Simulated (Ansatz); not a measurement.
Relaxation of C2H9AlSi2 (14 atoms, charge 0, multiplicity 1), to a largest force component of 0.02 eV/Å in at most 40 steps.

These are results of Ansatz, RHF/STO-3G, not measurements.

```xyz
14
Properties=species:S:1:pos:R:3
C -2.430 0.004 -1.035
Si -1.288 -1.337 -0.670
Al 0.539 -0.457 0.479
C 2.568 -0.052 0.606
Si 1.715 1.441 1.357
H -1.973 0.829 -1.674
H -3.326 -0.355 -1.591
H -2.780 0.531 -0.105
H -0.828 -1.931 -1.883
H -1.951 -2.345 0.186
H 2.984 0.141 -0.339
H 3.081 -0.668 1.355
H 1.799 2.656 0.494
H 1.878 1.513 2.849
```

Question: Where does it end, and by what steps?

Answer: The forces met the threshold. Limits of this set-up: minimal basis. After 9 steps the energy has fallen by 1.784 eV; H13 moved furthest, 0.53 Å.

```tsv
step	energy less start (eV)	largest force component (eV/Å)	accepted
0	0.0000	4.197	yes
1	-1.5136	2.413	yes
2	-1.7159	0.652	yes
3	-1.7472	0.241	yes
4	-1.7695	0.180	yes
5	-1.7763	0.089	yes
6	-1.7813	0.106	yes
7	-1.7824	0.090	yes
8	-1.7835	0.039	yes
9	-1.7837	0.017	yes
```

```xyz
14
Properties=species:S:1:pos:R:3
C -2.595 -0.047 -1.094
Si -1.168 -1.170 -0.642
Al 0.601 -0.069 0.295
C 2.458 -0.107 0.584
Si 1.715 1.448 1.384
H -2.300 0.705 -1.816
H -3.412 -0.607 -1.530
H -2.986 0.473 -0.229
H -0.786 -1.869 -1.826
H -1.670 -2.156 0.258
H 3.141 0.049 -0.238
H 2.887 -0.836 1.255
H 2.212 2.663 0.828
H 1.889 1.494 2.799
```

Whether the end is a true minimum wasn't checked by a vibrational analysis.

Run time: 13 s on 1 thread of Arm Neoverse V1, with other jobs on the host, peak memory 0.11 GiB.
